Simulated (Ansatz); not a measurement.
`CO[Si](C)(F)[GeH3]` and `CO[Si](C)(O)F` differ in one atom or group.

Ansatz, PBE0-D4/def2-TZVP geometries, multiplicity 1. Each molecule was computed in one conformer, which needn't be the lowest.

Scalar relativity is left out up to krypton.

```tsv
property	`CO[Si](C)(F)[GeH3]`
size of the dipole moment (PBE/def2-TZVPP) / D	1.02
HOMO energy (PBE/def2-TZVPP) / eV	-6.48
LUMO energy (B3LYP/def2-TZVPP) / eV	0.20
HOMO–LUMO gap (PBE0/def2-TZVPP) / eV	8.11
size of the dipole moment (B3LYP/def2-TZVPP) / D	1.05
HOMO–LUMO gap (PBE/def2-TZVPP) / eV	6.06
```

Q: Give the same properties after the change, and the shifts. (Best estimate.)

A: Ansatz gave: 
```
                                        property  `CO[Si](C)(O)F`  shift
  size of the dipole moment (PBE/def2-TZVPP) / D             1.37   0.35
               HOMO energy (PBE/def2-TZVPP) / eV            -6.86  -0.38
             LUMO energy (B3LYP/def2-TZVPP) / eV             0.51   0.31
            HOMO–LUMO gap (PBE0/def2-TZVPP) / eV             9.35   1.24
size of the dipole moment (B3LYP/def2-TZVPP) / D             1.47   0.42
             HOMO–LUMO gap (PBE/def2-TZVPP) / eV             6.88   0.82
```

With PBE0 the HOMO falls by 0.74 eV and the LUMO rises by 0.49 eV, so the gap widens by about 1.23 eV. PBE moves the HOMO by -0.38 eV and ωB97M-V by -1.06 eV. Dipoles are sizes alone; their direction can turn.

B3LYP here is the variant with VWN-RPA as its local correlation; programs differ in this.
